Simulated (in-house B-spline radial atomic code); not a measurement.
Values are calculated unless marked as measured or tabulated.
## Ghost states of the separable form: O

O, [He] 2s2 2p4, non-relativistic LDA (VWN5), spherical and spin-unpolarised, from a B-spline radial code for spherical atoms (atomic units; all potentials screened as in the neutral atom).

Troullier-Martins channels: 2s (ε = -0.8714, r_c = 1.014 bohr), 2p (ε = -0.3384, r_c = 1.369 bohr). In the Kleinman-Bylander form one channel serves as the local potential, and each other channel l becomes |δV u><u δV|/<u|δV|u>, with δV = V_l − V_local and u the pseudo-orbital. Its strength is E_KB = <u|δV²|u>/<u|δV|u>. By the analysis of Gonze, Stumpf and Scheffler a spurious state lies below the reference level ε if E_KB > 0 and ε is above the second level of the local potential alone, or if E_KB < 0 and ε is above its first. The table's levels are those of angular momentum l in a sphere of 9 bohr, whose wall can lift a shallow ε a little above its free-atom value.

```json
{"local": "p", "channel": "s", "<u δV u>": "0.97369", "<u δV² u>": "7.2409", "ε": "-0.8714", "first local level": "-3.9152", "second local level": "-0.0792"}
{"local": "s", "channel": "p", "<u δV u>": "-1.0763", "<u δV² u>": "7.6289", "ε": "-0.3384", "first local level": "-0.0282", "second local level": "0.1537"}
```

(1) Apply the rule to each row.

Diagonalising the separable Hamiltonian gives:

```tsv
local	channel	three lowest levels	all-electron, two lowest valence levels
p	s	-0.8714, 0.0239, 0.2618	-0.8714, 0.0236
s	p	-0.3384, 0.0887, 0.3406	-0.3384, 0.0886
```

(2) Which choices of local channel are safe?

Results:

(1) Local p, channel s: E_KB = +7.44, so ε = -0.8714 is set against -0.0792: no ghost. Local s, channel p: E_KB = -7.09, so ε = -0.3384 is set against -0.0282: no ghost.

(2) All are free of ghosts. Among the safe choices the second level, which tests transfer, is off by at most 0.1 millihartree (s local), 0.3 millihartree (p local).
